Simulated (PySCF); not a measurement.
## Atomic charges by several schemes

Compound: C2H5O3S2 (charge -1).
Numbering: `[CH3:1][S:2][CH2:3][S:4](=[O:5])(=[O:6])[O-:7]` (hydrogens: H8, H9, H10 on C1; H11, H12 on C3)

Geometry (GFN2-xTB, Å), atoms numbered from 1 in this order:
```
atom  x, y, z in Å
C1     1.5170   -0.7963    0.2225
S2     1.0944    0.8109    0.9450
C3    -0.3839    1.2370    0.0315
S4    -1.2977   -0.1956   -0.6935
O5    -0.4989   -0.6163   -1.8373
O6    -1.4146   -1.2014    0.3554
O7    -2.5592    0.4391   -1.0543
H8     1.7046   -0.6717   -0.8390
H9     0.6675   -1.4557    0.3717
H10    2.4019   -1.1513    0.7437
H11   -1.0842    1.7212    0.7024
H12   -0.1456    1.8793   -0.8122
```

Density: PBE0/pcSseg-1 (PySCF); schemes: Mulliken, IAO, Hirshfeld and ESP-fitted. The structure is a single GFN2-xTB conformer in the gas phase; no vibrational or solvent corrections. The pcSseg-1 basis has no diffuse functions, a weakness for an anion.

Q: Give the atomic charges in each scheme.

A: In e:

```
atom                 environment  Mulliken     IAO  Hirshfeld  ESP-fitted
  C1             S-methyl carbon    -0.402  -0.513     -0.150      -0.329
  S2              sulfide sulfur    -0.143  +0.030     -0.089      -0.335
  C3  sp3 carbon bound to sulfur    -0.438  -0.604     -0.126      -0.150
  S4             sulfonyl sulfur    +1.136  +2.201     +0.453      +1.211
  O5          oxygen bonded to S    -0.637  -0.973     -0.397      -0.653
  O6          oxygen bonded to S    -0.627  -0.958     -0.388      -0.639
  O7          oxygen bonded to S    -0.635  -0.971     -0.424      -0.705
  H8             methyl hydrogen    +0.151  +0.160     +0.023      +0.133
  H9             methyl hydrogen    +0.190  +0.180     +0.018      +0.134
 H10             methyl hydrogen    +0.106  +0.132     +0.026      +0.143
 H11          methylene hydrogen    +0.151  +0.164     +0.031      +0.103
 H12          methylene hydrogen    +0.149  +0.152     +0.024      +0.088
```

Mean size of the charges over all atoms: IAO 0.586 e, Mulliken 0.397 e, ESP-fitted 0.385 e, Hirshfeld 0.179 e. Each set sums to the total charge, -1, to within 0.001 e. The ESP scheme fits charges at the nuclei, held to the total charge, to the electrostatic potential on points at 1.4 to 2.0 times the van der Waals radii.

Lowest charge. All schemes pick atoms of one kind: Mulliken O5 (-0.637); IAO O5 (-0.973); Hirshfeld O7 (-0.424); ESP-fitted O7 (-0.705).

Highest charge. All schemes agree: Mulliken S4 (+1.136); IAO S4 (+2.201); Hirshfeld S4 (+0.453); ESP-fitted S4 (+1.211).

Q: Sum the charges by element.

A: 
```csv
element,atoms,Mulliken,IAO,Hirshfeld,ESP-fitted
C,2,-0.840,-1.117,-0.276,-0.479
S,2,+0.993,+2.231,+0.363,+0.876
O,3,-1.900,-2.902,-1.209,-1.997
H,5,+0.747,+0.788,+0.122,+0.600
```

Q: How closely do the schemes follow one another over all atoms?

A: Correlation coefficient and root-mean-square difference: Mulliken with IAO 0.99, 0.358 e; Hirshfeld with ESP-fitted 0.98, 0.277 e; Mulliken with ESP-fitted 0.98, 0.111 e; Mulliken with Hirshfeld 0.97, 0.270 e; IAO with ESP-fitted 0.97, 0.370 e; IAO with Hirshfeld 0.96, 0.611 e.
